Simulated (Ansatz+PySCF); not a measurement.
A calculation with PySCF 2.14.0.

```python
from pyscf import gto, scf, mp

mol = gto.M(atom="""
Be 0.000000 0.000000 0.000000
Be 0.000000 0.000000 2.450000
""", basis='6-31g', charge=0, spin=0)
mf = scf.UHF(mol)
mf.kernel()
pt = mp.MP2(mf, frozen=None).run()
print(mf.e_tot, pt.e_corr, pt.e_tot)
```

The script is written out from the run's settings.

Results

| Property | Result |
| --- | --- |
| Converged | yes |
| Reference energy | -29.12108 hartree |
| Correlation energy | -0.05477 hartree |
| Total energy | -29.17585 hartree |

The reference isn't the lowest determinant (another lies 0.67 eV lower), but the same method gives a higher total on the lower determinant. Caution: large amplitudes, a single reference is doubtful.
